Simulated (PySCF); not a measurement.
C2H7S (SMILES C[SH+]C), charge +1, singlet, at a GFN2-xTB geometry. Base run: MP2/6-311G** run with PySCF.

Input for PySCF:
```python
from pyscf import gto, scf, mp

mol = gto.Mole()
mol.atom = '''
    C    -0.11110787    1.39730467   -0.53138148
    S     0.19691423    0.00535497    0.59144365
    C    -0.09779125   -1.40608199   -0.51043303
    H    -0.14836913    2.30887968    0.05988448
    H     0.72614240    1.46099414   -1.22229824
    H    -1.04014948    1.26328669   -1.07668782
    H    -0.12643319   -2.30903220    0.09439206
    H    -1.02802536   -1.28905959   -1.05761529
    H     0.74007530   -1.47213292   -1.20038030
    H    -1.02047342    0.00404859    1.19049374
'''
mol.basis = '6-311g**'
mol.charge = 1
mol.verbose = 4
mol.build()

mf = scf.RHF(mol)
mf.kernel()

pt = mp.MP2(mf)
pt.kernel()
print('E(MP2) = %.10f' % pt.e_tot)
```

Variants of this job, named by their change:

| change | ΔE vs base (mEh) | MP2 correlation (Eh) | basis functions | core-seconds (rough) |
|---|---|---|---|---|
| base | 0.000 | -0.60332 | 104 | 2 |
| density fitting = JK and correlation | 0.900 | -0.60245 | 104 | 0.5 |
| frozen = 7 | 158.3 | -0.44497 | 104 | 2 |
| method = ccsd | -49.416 | -0.60332 | 104 | 20 |
| frozen = 6 | 147.2 | -0.45616 | 104 | 2 |
| method = ccsd(t) | -65.854 | -0.60332 | 104 | 50 |
| frozen = 8 | 209.0 | -0.39430 | 104 | 2 |
| cart = on | -6.190 | -0.60912 | 107 | 2 |
| method = cisd | 33.222 | - | 104 | 10 |
